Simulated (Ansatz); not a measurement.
Consider the cleavage of the Si–Si bond: `N[Si@H](F)[Si@@H](N)F` + `N=CO` → `N[SiH](F)/N=C/O` + `N[SiH2]F`.

Gas-phase electronic energies from Ansatz, PBE0-D4/def2-TZVP geometries. CCSD(T)/CBS adds triple-zeta CCSD(T) − MP2 to the extrapolated MP2 energy (def2 sets, frozen cores). This one scheme is used for every species. DFT in def2-TZVPP. B3LYP here is the variant with VWN-RPA as its local correlation; programs differ in this. Each species was taken in one conformer, which may not be the lowest.

(1) Is it downhill or uphill in electronic energy at CCSD(T)/CBS, and by how much? (An estimate is asked.)

(2) What do these levels give: B3LYP-D4, ωB97X-V, ωB97M-V, PBE, PBE0, B3LYP, HF/def2-TZVPP, MP2/def2-TZVPP, CCSD/def2-TZVPP, CCSD(T)/def2-TZVPP, MP2/def2-QZVPP, CCSD/CBS(def2)? (Best estimate.)

Largest T1 diagnostic among the species: 0.014.

Answers

(1) Computed: Downhill: ΔE = -0.92 eV.

(2) Computed: B3LYP-D4 -0.87, ωB97X-V -0.88, ωB97M-V -0.95, PBE -0.71, PBE0 -0.81, B3LYP -0.91, HF/def2-TZVPP -1.13, MP2/def2-TZVPP -1.03, CCSD/def2-TZVPP -0.95, CCSD(T)/def2-TZVPP -0.93, MP2/def2-QZVPP -1.02, CCSD/CBS(def2) -0.94 eV.

From PBE to PBE0 (25 % exact exchange), in def2-TZVPP and without D4, ΔE moves by −0.09 eV. The D4 term adds +0.03 eV with B3LYP and +0.02 eV with PBE0; it sums over pairs of atoms, weighted by their polarisabilities, and B3LYP, whose exchange is more repulsive, gets the larger term. In def2-TZVPP, CCSD(T) changes the Hartree–Fock value by +0.20 eV (the triples alone add +0.02 eV) and MP2 by +0.10 eV.
